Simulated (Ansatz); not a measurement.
Species: [Mo(Cl)4(OH)2] (charge 0, multiplicity 1).

Problem. Give a relaxed geometry from r2SCAN-D4/def2-SVP (Ansatz, a quantum-chemistry and plane-wave program).

Solution. Several could match; the one computed here: the end point of this relaxation, one of several conformers.
Cartesian coordinates (Å) in one orientation:
```xyz
9

Mo     0.095     0.129     0.225
Cl     0.100    -0.502    -2.058
Cl     1.474    -1.665     0.706
Cl     0.342     0.791     2.420
Cl    -1.681    -1.389     0.505
O      1.413     1.294    -0.349
H      1.770     1.377    -1.250
O     -1.291     1.350     0.001
H     -2.233     1.158     0.146
```
